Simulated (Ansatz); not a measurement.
Basis-set series for `[OH][Au]`. Total charge 0; spin multiplicity 1. Au takes the def2 core potential. All single points use the PBE0-D4/def2-TZVP geometry.

```
functional       basis  functions  energy (Eh)  HOMO (eV)  LUMO (eV)
   PBE0-D4    def2-SVP         51   -211.36428      -7.39      -3.17
   PBE0-D4  def2-QZVPP        175   -211.47644      -7.56      -3.31
   ωB97M-V    def2-SVP         51   -211.33407      -9.66      -1.25
   ωB97M-V  def2-QZVPP        175   -211.44968      -9.87      -1.43
```

Task: Give the rows for def2-TZVPP. (Best estimate.)

Result: The calculation gave: 
| functional | basis | functions | energy (Eh) | HOMO (eV) | LUMO (eV) |
| --- | --- | --- | --- | --- | --- |
| PBE0-D4 | def2-TZVPP | 101 | -211.47001 | -7.53 | -3.30 |
| ωB97M-V | def2-TZVPP | 101 | -211.44308 | -9.82 | -1.40 |

All numbers were calculated with Ansatz.
